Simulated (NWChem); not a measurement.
System: CH6AlFSi; SMILES [CH3][Al]([F])[SiH3]

Here is an NWChem input.

```
start job
memory heap 200 mb stack 900 mb global 1100 mb
geometry units angstroms
  Al     0.199877    -0.283495     0.303900
  F      1.695135    -0.711215    -0.286575
  C     -0.173477    -1.134542     2.069232
  H     -0.101651    -2.226943     1.991329
  H     -1.148447    -0.908464     2.508988
  H      0.585805    -0.843090     2.806106
  Si    -1.088132     1.211226    -1.091219
  H     -2.447370     1.453406    -0.564233
  H     -1.299191     0.728752    -2.473364
  H     -0.503663     2.560104    -1.253499
end
basis spherical
  * library def2-svp
end
dft
  xc pbe0
  iterations 150
end
driver
  maxiter 120
end
task dft optimize
task dft freq
```

Excerpt of the output:

```
             Northwest Computational Chemistry Package (NWChem) 7.3.0
             --------------------------------------------------------

 C1  symmetry detected

                             Geometry "geometry" -> ""
                             -------------------------

 Output coordinates in angstroms (scale by  1.889725989 to convert to a.u.)

  No.       Tag          Charge          X              Y              Z
 ---- ---------------- ---------- -------------- -------------- --------------
    1 Al                  13.0000     0.04535120    -0.48475018     0.00021222
    2 F                    9.0000     1.58893110    -1.10504261     0.00008284
    3 C                    6.0000    -1.33472458    -1.92539658    -0.00007567
    4 H                    1.0000    -1.19855381    -2.58691930    -0.86518434
    5 H                    1.0000    -2.37427197    -1.58753609    -0.01603207
    6 H                    1.0000    -1.22043621    -2.56905718     0.88144342
    7 Si                  14.0000    -0.11386296     1.92650798     0.00007457
    8 H                    1.0000    -1.50664827     2.40581232    -0.11954886
    9 H                    1.0000     0.60965239     2.58756537    -1.10770724
   10 H                    1.0000     0.40274130     2.57853849     1.22293471

 Effective nuclear repulsion energy (a.u.)     192.1093300848

                                Z-matrix (autoz)
                                --------

 Units are Angstrom for bonds and degrees for angles

[...]

      ----------------------
      Optimization converged
      ----------------------

  Step       Energy      Delta E   Gmax     Grms     Xrms     Xmax
  ---- ---------------- -------- -------- -------- -------- --------
@    9    -672.89131831 -1.7D-08  0.00003  0.00001  0.00047  0.00138
                                     ok       ok       ok       ok

                                Z-matrix (autoz)
                                --------

 Units are Angstrom for bonds and degrees for angles

      Type          Name      I     J     K     L     M      Value     Gradient
      ----------- --------  ----- ----- ----- ----- ----- ---------- ----------
    1 Stretch                  1     2                       1.67534   -0.00003
    2 Stretch                  1     3                       1.94502    0.00001
    3 Stretch                  1     7                       2.45123   -0.00001
    4 Stretch                  3     4                       1.10339    0.00000
    5 Stretch                  3     5                       1.10104    0.00000
    6 Stretch                  3     6                       1.10348    0.00000
    7 Stretch                  7     8                       1.49854   -0.00000
    8 Stretch                  7     9                       1.49847   -0.00001
    9 Stretch                  7    10                       1.49912   -0.00001
   10 Bend                     1     3     4               110.49519   -0.00000
   11 Bend                     1     3     5               113.19090   -0.00001
   12 Bend                     1     3     6               110.42031   -0.00000
   13 Bend                     1     7     8               111.69498    0.00000
   14 Bend                     1     7     9               111.33292   -0.00001
   15 Bend                     1     7    10               110.94484   -0.00001
   16 Bend                     2     1     3               116.68453    0.00000
   17 Bend                     2     1     7               114.94456   -0.00001
   18 Bend                     3     1     7               128.37037    0.00001
   19 Bend                     4     3     5               107.99810    0.00001
   20 Bend                     4     3     6               106.51813    0.00000
   21 Bend                     5     3     6               107.95193    0.00001
   22 Bend                     8     7     9               107.74215    0.00000
   23 Bend                     8     7    10               107.53350    0.00000
   24 Bend                     9     7    10               107.39023    0.00001
   25 Torsion                  2     1     3     4         -58.02204   -0.00000
   26 Torsion                  2     1     3     5        -179.28712    0.00000
   27 Torsion                  2     1     3     6          59.56187    0.00000
   28 Torsion                  2     1     7     8         175.58862   -0.00000
   29 Torsion                  2     1     7     9          55.09336   -0.00000
   30 Torsion                  2     1     7    10         -64.44781   -0.00000
   31 Torsion                  3     1     7     8          -4.68822   -0.00000
   32 Torsion                  3     1     7     9        -125.18347   -0.00000
   33 Torsion                  3     1     7    10         115.27535   -0.00000
   34 Torsion                  4     3     1     7         122.25889   -0.00000
   35 Torsion                  5     3     1     7           0.99381    0.00000
   36 Torsion                  6     3     1     7        -120.15720    0.00000

                         Geometry "geometry" -> "geometry"
                         ---------------------------------

 Output coordinates in angstroms (scale by  1.889725989 to convert to a.u.)

  No.       Tag          Charge          X              Y              Z
 ---- ---------------- ---------- -------------- -------------- --------------
    1 Al                  13.0000     0.08352968    -0.53237442    -0.00178504
    2 F                    9.0000     1.66309082    -1.09065738     0.00683340
    3 C                    6.0000    -1.31914903    -1.87981956    -0.00105221
    4 H                    1.0000    -1.21519518    -2.54617204    -0.87434593
    5 H                    1.0000    -2.33285039    -1.45045075    -0.01949882
    6 H                    1.0000    -1.23729937    -2.52029207     0.89379692
    7 Si                  14.0000    -0.15051784     1.90765260    -0.00436416
    8 H                    1.0000    -1.58475448     2.32646169    -0.11924137
    9 H                    1.0000     0.59852812     2.52592085    -1.14545610
   10 H                    1.0000     0.39279584     2.49945331     1.26131288

 Effective nuclear repulsion energy (a.u.)     191.7556947609

[...]

 Rotational Constants
 --------------------
 A=   0.188671 cm-1  (  0.271449 K)
 B=   0.079404 cm-1  (  0.114241 K)
 C=   0.057609 cm-1  (  0.082885 K)

 Temperature                      =   298.15K
 frequency scaling parameter      =   1.0000

 Zero-Point correction to Energy  =   39.017 kcal/mol  (  0.062178 au)
 Thermal correction to Energy     =   43.514 kcal/mol  (  0.069344 au)
 Thermal correction to Enthalpy   =   44.106 kcal/mol  (  0.070287 au)

 Total Entropy                    =   87.219 cal/mol-K
   - Translational                =   39.452 cal/mol-K (mol. weight =  92.0038)
   - Rotational                   =   27.015 cal/mol-K (symmetry #  =        1)
   - Vibrational                  =   20.752 cal/mol-K

 Cv (constant volume heat capacity) =   23.122 cal/mol-K
   - Translational                  =    2.979 cal/mol-K
   - Rotational                     =    2.979 cal/mol-K
   - Vibrational                    =   17.163 cal/mol-K

[normal modes left out]

 ----------------------------------------------------------------------------
 Normal Eigenvalue ||           Projected Infra Red Intensities
  Mode   [cm**-1]  || [atomic units] [(debye/angs)**2] [(KM/mol)] [arbitrary]
 ------ ---------- || -------------- ----------------- ---------- -----------
    1      -17.277 ||    0.000030           0.001         0.029       0.010
    2       -0.000 ||    0.000273           0.006         0.266       0.090
    3       -0.000 ||    0.000491           0.011         0.478       0.161
    4        0.000 ||    0.000141           0.003         0.137       0.046
    5        0.000 ||    0.000055           0.001         0.054       0.018
    6        0.000 ||    0.000107           0.002         0.104       0.035
    7        0.000 ||    0.000878           0.020         0.856       0.288
    8        7.478 ||    0.000004           0.000         0.003       0.001
    9      117.666 ||    0.003587           0.083         3.496       1.178
   10      184.085 ||    0.024987           0.576        24.358       8.208
   11      189.001 ||    0.020293           0.468        19.782       6.666
   12      367.228 ||    0.011003           0.254        10.726       3.614
   13      422.203 ||    0.003894           0.090         3.796       1.279
   14      458.699 ||    0.007549           0.174         7.359       2.480
   15      622.575 ||    0.033126           0.764        32.293      10.882
   16      647.850 ||    0.055554           1.282        54.157      18.250
   17      683.869 ||    0.122365           2.823       119.287      40.198
   18      845.792 ||    0.194148           4.479       189.265      63.780
   19      868.900 ||    0.071672           1.654        69.869      23.545
   20      929.151 ||    0.048959           1.130        47.728      16.084
   21      934.500 ||    0.040829           0.942        39.802      13.413
   22     1209.838 ||    0.028003           0.646        27.299       9.199
   23     1414.784 ||    0.003577           0.083         3.487       1.175
   24     1420.602 ||    0.002637           0.061         2.571       0.866
   25     2204.830 ||    0.056760           1.310        55.333      18.646
   26     2213.219 ||    0.084451           1.948        82.327      27.743
   27     2215.779 ||    0.092235           2.128        89.915      30.300
   28     3045.438 ||    0.001397           0.032         1.362       0.459
   29     3140.876 ||    0.001586           0.037         1.546       0.521
   30     3161.635 ||    0.002626           0.061         2.560       0.863
 ----------------------------------------------------------------------------

 ===============================================================================
      Negative Nuclear Hessian Mode    1  Eigenvalue =    -17.28 cm**(-1)
 -------------------------------------------------------------------------------
   Raw step length:  0.515 angstroms ;  The Raw step for this mode is:
    1 Al                  13.0000     0.00057159    -0.00003734    -0.00874195
    2 F                    9.0000     0.00041051    -0.00057982    -0.01791607
    3 C                    6.0000    -0.00032466     0.00088910     0.01415408
    4 H                    1.0000     0.14674756    -0.18421188     0.17406204
    5 H                    1.0000     0.00306752    -0.00183137    -0.23654260
    6 H                    1.0000    -0.15252701     0.19060102     0.16497841
    7 Si                  14.0000    -0.00043107    -0.00009287     0.00909301
    8 H                    1.0000     0.00769851     0.00028561    -0.09138997
    9 H                    1.0000     0.08671655     0.02067018     0.07795586
   10 H                    1.0000    -0.09891197    -0.02159215     0.06176065

  Geometry after  100.0% step for mode  1; Step length =  0.515 angstroms
   Maximum component (any atom: x,y, or z) displacement:  0.447
    1 Al                  13.0000     0.08410128    -0.53241176    -0.01052699
    2 F                    9.0000     1.66350133    -1.09123721    -0.01108267
    3 C                    6.0000    -1.31947369    -1.87893046     0.01310187
    4 H                    1.0000    -1.06844762    -2.73038393    -0.70028389
    5 H                    1.0000    -2.32978287    -1.45228212    -0.25604143
    6 H                    1.0000    -1.38982638    -2.32969105     1.05877534
    7 Si                  14.0000    -0.15094891     1.90755973     0.00472885
    8 H                    1.0000    -1.57705597     2.32674730    -0.21063134
    9 H                    1.0000     0.68524466     2.54659103    -1.06750025
   10 H                    1.0000     0.29388388     2.47786116     1.32307353

  Geometry after -100.0% step for mode  1; Step length =  0.515 angstroms
   Maximum component (any atom: x,y, or z) displacement:  0.447
    1 Al                  13.0000     0.08295809    -0.53233708     0.00695691
    2 F                    9.0000     1.66268031    -1.09007756     0.02474947
    3 C                    6.0000    -1.31882437    -1.88070866    -0.01520629
    4 H                    1.0000    -1.36194274    -2.36196016    -1.04840796
    5 H                    1.0000    -2.33591791    -1.44861938     0.21704378
    6 H                    1.0000    -1.08477236    -2.71089309     0.72881851
    7 Si                  14.0000    -0.15008676     1.90774547    -0.01345716
    8 H                    1.0000    -1.59245299     2.32617609    -0.02785141
    9 H                    1.0000     0.51181157     2.50525067    -1.22341196
   10 H                    1.0000     0.49170781     2.52104545     1.19955224

  Geometry after   50.0% step for mode  1; Step length =  0.258 angstroms
   Maximum component (any atom: x,y, or z) displacement:  0.224
    1 Al                  13.0000     0.08381548    -0.53239309    -0.00615602
    2 F                    9.0000     1.66329607    -1.09094729    -0.00212463
    3 C                    6.0000    -1.31931136    -1.87937501     0.00602483
    4 H                    1.0000    -1.14182140    -2.63827799    -0.78731491
    5 H                    1.0000    -2.33131663    -1.45136644    -0.13777012
    6 H                    1.0000    -1.31356287    -2.42499156     0.97628613
    7 Si                  14.0000    -0.15073338     1.90760617     0.00018234
    8 H                    1.0000    -1.58090523     2.32660450    -0.16493636
    9 H                    1.0000     0.64188639     2.53625594    -1.10647817
   10 H                    1.0000     0.34333986     2.48865723     1.29219321

  Geometry after  -50.0% step for mode  1; Step length =  0.258 angstroms
   Maximum component (any atom: x,y, or z) displacement:  0.224
    1 Al                  13.0000     0.08324389    -0.53235575     0.00258594
    2 F                    9.0000     1.66288557    -1.09036747     0.01579143
    3 C                    6.0000    -1.31898670    -1.88026411    -0.00812925
    4 H                    1.0000    -1.28856896    -2.45406610    -0.96137694
    5 H                    1.0000    -2.33438415    -1.44953507     0.09877248
    6 H                    1.0000    -1.16103586    -2.61559258     0.81130772
    7 Si                  14.0000    -0.15030230     1.90769903    -0.00891066
    8 H                    1.0000    -1.58860374     2.32631889    -0.07354639
    9 H                    1.0000     0.55516984     2.51558576    -1.18443403
   10 H                    1.0000     0.44225183     2.51024938     1.23043256

  Geometry after   44.7% step for mode  1; Step length =  0.231 angstroms
   Maximum component (any atom: x,y, or z) displacement:  0.200
    1 Al                  13.0000     0.08378543    -0.53239112    -0.00569642
    2 F                    9.0000     1.66327449    -1.09091681    -0.00118272
    3 C                    6.0000    -1.31929429    -1.87942175     0.00528071
    4 H                    1.0000    -1.14953642    -2.62859334    -0.79646594
    5 H                    1.0000    -2.33147790    -1.45127015    -0.12533427
    6 H                    1.0000    -1.30554401    -2.43501211     0.96761265
    7 Si                  14.0000    -0.15071071     1.90761105    -0.00029571
    8 H                    1.0000    -1.58130996     2.32658948    -0.16013167
    9 H                    1.0000     0.63732740     2.53516924    -1.11057658
   10 H                    1.0000     0.34854000     2.48979241     1.28894624

  Geometry after  -44.7% step for mode  1; Step length =  0.231 angstroms
   Maximum component (any atom: x,y, or z) displacement:  0.200
    1 Al                  13.0000     0.08327394    -0.53235771     0.00212634
    2 F                    9.0000     1.66290715    -1.09039796     0.01484952
    3 C                    6.0000    -1.31900377    -1.88021737    -0.00738512
    4 H                    1.0000    -1.28085394    -2.46375075    -0.95222591
    5 H                    1.0000    -2.33422288    -1.44963135     0.08633663
    6 H                    1.0000    -1.16905473    -2.60557203     0.81998120
    7 Si                  14.0000    -0.15032496     1.90769415    -0.00843261
    8 H                    1.0000    -1.58819900     2.32633391    -0.07835107
    9 H                    1.0000     0.55972883     2.51667246    -1.18033562
   10 H                    1.0000     0.43705169     2.50911421     1.23367953

  Geometry after   22.4% step for mode  1; Step length =  0.115 angstroms
   Maximum component (any atom: x,y, or z) displacement:  0.100
    1 Al                  13.0000     0.08365756    -0.53238277    -0.00374073
    2 F                    9.0000     1.66318266    -1.09078710     0.00282534
    3 C                    6.0000    -1.31922166    -1.87962065     0.00211425
    4 H                    1.0000    -1.18236580    -2.58738269    -0.83540593
    5 H                    1.0000    -2.33216415    -1.45086045    -0.07241655
    6 H                    1.0000    -1.27142169    -2.47765209     0.93070479
    7 Si                  14.0000    -0.15061428     1.90763182    -0.00232993
    8 H                    1.0000    -1.58303222     2.32652559    -0.13968652
    9 H                    1.0000     0.61792776     2.53054504    -1.12801634
   10 H                    1.0000     0.37066792     2.49462286     1.27512956

  Geometry after  -22.4% step for mode  1; Step length =  0.115 angstroms
   Maximum component (any atom: x,y, or z) displacement:  0.100
    1 Al                  13.0000     0.08340181    -0.53236606     0.00017065
    2 F                    9.0000     1.66299898    -1.09052767     0.01084146
    3 C                    6.0000    -1.31907640    -1.88001846    -0.00421866
    4 H                    1.0000    -1.24802456    -2.50496140    -0.91328592
    5 H                    1.0000    -2.33353664    -1.45004105     0.03341890
    6 H                    1.0000    -1.20317705    -2.56293205     0.85688906
    7 Si                  14.0000    -0.15042140     1.90767338    -0.00639839
    8 H                    1.0000    -1.58647674     2.32639780    -0.09879622
    9 H                    1.0000     0.57912847     2.52129665    -1.16289586
   10 H                    1.0000     0.41492377     2.50428376     1.24749621
```

Level: PBE0/def2-SVP.
